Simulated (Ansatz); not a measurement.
Two isomers of CH7FOSi2: A = `C[SiH2][SiH](O)F`, B = `C[SiH2]O[SiH2]F`.

Program: Ansatz. Geometries: PBE0-D4/def2-TZVP. ΔE: electronic, gas phase. CBS: MP2 limit from def2 TZ/QZ plus the TZ coupled-cluster correction, frozen cores. DFT in def2-TZVPP. B3LYP here is the variant with VWN-RPA as its local correlation; programs differ in this. One conformer a species, not always the lowest.

A:

Z-matrix (Å, degrees):
```
C
Si 1 1.875
H 1 1.092 2 110.3
H 1 1.092 2 110.6 3 -119.7
H 1 1.092 2 110.8 3 120.2
Si 2 2.340 1 110.8 3 58.4
H 2 1.490 1 111.0 3 -61.5
H 2 1.490 1 111.0 3 179.0
F 6 1.607 2 109.5 1 65.6
O 6 1.640 2 106.5 1 -52.7
H 6 1.489 2 116.2 1 -176.0
H 10 0.959 6 118.8 2 -171.1
```

B:

Z-matrix (Å, degrees):
```
C
Si 1 1.856
H 1 1.093 2 110.4
H 1 1.092 2 110.9 3 119.9
H 1 1.093 2 110.8 3 -119.9
O 2 1.648 1 110.3 3 -179.8
H 2 1.489 1 110.6 3 59.9
H 2 1.485 1 111.2 3 -61.4
Si 6 1.614 2 146.6 1 -76.7
F 9 1.597 6 109.5 2 56.0
H 9 1.480 6 110.8 2 -61.6
H 9 1.477 6 108.9 2 173.5
```

(1) Which isomer does CCSD(T)/CBS put lower? Give the gap. (Estimate.)

(2) Give E(B) − E(A) in kcal/mol with LDA (SPW92), CCSD(T)/def2-SVP, PBE0-D4, CCSD(T)/def2-TZVPP, HF/def2-TZVPP, CCSD/def2-TZVPP, B3LYP-D4. (Estimate.)

(3) Does the order hold for the free energy at 298.15 K (harmonic terms from PBE0-D4)? (Best estimate.)

Largest T1 diagnostic: 0.012.

## Answers

(1) The calculation gave: B, by 29.8 kcal/mol.

(2) Computed: LDA (SPW92) -23.5, CCSD(T)/def2-SVP -28.8, PBE0-D4 -25.2, CCSD(T)/def2-TZVPP -29.9, HF/def2-TZVPP -36.3, CCSD/def2-TZVPP -30.8, B3LYP-D4 -29.2. None reverses the order clearly.

(3) Computed: Yes: G(B) − G(A) = -31.2 kcal/mol, for one conformer each. Modes under 60 cm⁻¹, often nearly free rotors, make the harmonic entropy too high.

From r2SCAN to r2SCAN0 (25 % exact exchange), in def2-TZVPP and without D4, E(B) − E(A) moves by −1.0 kcal/mol. In def2-TZVPP, CCSD(T) changes the Hartree–Fock value by +6.4 kcal/mol (the triples alone add +0.9 kcal/mol) and MP2 by +4.7 kcal/mol.
